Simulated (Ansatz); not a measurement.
Isolated molecules relaxed with PBE0-D4/def2-TZVP in Ansatz; ΔE leaves out vibrations. CCSD(T)/CBS is the MP2 limit (def2-TZVPP, def2-QZVPP) plus CCSD(T) − MP2 in def2-TZVPP, frozen cores. This one scheme is used for every species. DFT in def2-TZVPP. Elements past krypton have def2 core potentials. For Sn outer-core shells are correlated without core-valence functions, which leaves a few kJ/mol of doubt a bond. Each species was taken in one conformer, which may not be the lowest.

Consider the ligand exchange at the Sn–F bond: `[NH2][Sn][F]` + `O[SiH3]` → `[NH2][Sn][O][SiH3]` + H–F.

`[NH2][Sn][F]`:

```xyz
5

N     0.389   -0.549   -0.232
Sn    0.415    1.350    0.405
F    -1.521    1.367    0.644
H     1.189   -1.095   -0.512
H    -0.471   -1.074   -0.305
```

`O[SiH3]`:

Z-matrix (Å, degrees):
```
Si
O 1 1.648
H 1 1.489 2 111.7
H 1 1.489 2 111.7 3 120.9
H 1 1.481 2 105.9 3 -119.6
H 2 0.957 1 117.9 3 -60.5
```

`[NH2][Sn][O][SiH3]`:

```xyz
9

N     0.846   -0.108    1.874
Sn   -1.046    0.573    1.852
O    -1.262    0.442   -0.121
Si   -0.511    0.027   -1.499
H     1.361   -0.383    1.050
H     1.398   -0.220    2.710
H     0.881   -0.464   -1.255
H    -0.416    1.195   -2.418
H    -1.251   -1.063   -2.193
```

H–F:

```xyz
2

F     0.196    0.360    0.209
H    -0.196   -0.360   -0.209
```

| level | ΔE (kJ/mol) |
| --- | --- |
| BLYP-D4 | 26.6 |
| r2SCANh-D4 | 27.1 |
| r2SCAN0 | 27.1 |
| CAM-B3LYP | 34.8 |

(1) What does CCSD(T)/CBS give? (Best estimate.)

Largest T1 diagnostic among the species: 0.017.

## Answers

(1) The calculation gave: +16.3 kJ/mol. The listed levels differ from it by 10.3, 10.8, 10.8, 18.5 kJ/mol.

In def2-TZVPP, CCSD(T) changes the Hartree–Fock value by −15.4 kJ/mol (the triples alone add −2.2 kJ/mol) and MP2 by −18.5 kJ/mol. The D4 term adds −11.8 kJ/mol with B3LYP and −6.6 kJ/mol with PBE0; it sums over pairs of atoms, weighted by their polarisabilities, and B3LYP, whose exchange is more repulsive, gets the larger term.

B3LYP here is the variant with VWN-RPA as its local correlation; programs differ in this.
